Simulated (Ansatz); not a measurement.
# GeH3O (SMILES [O][GeH3]): the energy, rung by rung

The species is GeH3O (5 atoms), meant as a doublet with charge 0. SMILES: `[O][GeH3]`. Geometry: optimised at PBE0/def2-SVP.

Each level gives the adiabatic ionisation energy (to the singlet cation, shapes relaxed at PBE0/def2-SVP, no zero-point term) (eV). The values are calculated.

```csv
level,kind,program,value (eV),less CCSD(T)/def2-TZVPP,CPU time (all runs)
UHF/def2-TZVPP,Hartree–Fock,Ansatz,6.29,+0.31,13 s
USVWN5/def2-TZVPP,LDA,Ansatz,5.64,-0.34,6.1 s
UPBE/def2-TZVPP,GGA,Ansatz,5.91,-0.07,13 s
UB3LYP/def2-TZVPP,global hybrid,Ansatz,6.15,+0.17,12 s
U-wB97M-V/def2-TZVPP,range-separated hybrid,Ansatz,5.92,-0.06,44 s
RPA@PBE/def2-TZVPP,RPA,Ansatz,6.38,+0.40,22 s
UMP2/def2-TZVPP,perturbation theory,Ansatz,5.58,-0.40,12 s
UCCSD(T)/def2-TZVPP,coupled cluster or CI,Ansatz,5.98,0.00,51 s
```

Differences are taken from UCCSD(T)/def2-TZVPP for orientation; it has basis-set and higher-order errors of its own. All-electron rows without a relativistic Hamiltonian named are non-relativistic. The values span 5.58 to 6.38 eV. In the correlated wave-function rows the outer d shell of Ge is correlated, in sets not made for it. In so small a basis fixed costs decide the times, and correlated methods can beat functionals. CPU times are rough (shared hosts, several kinds of processor and program).
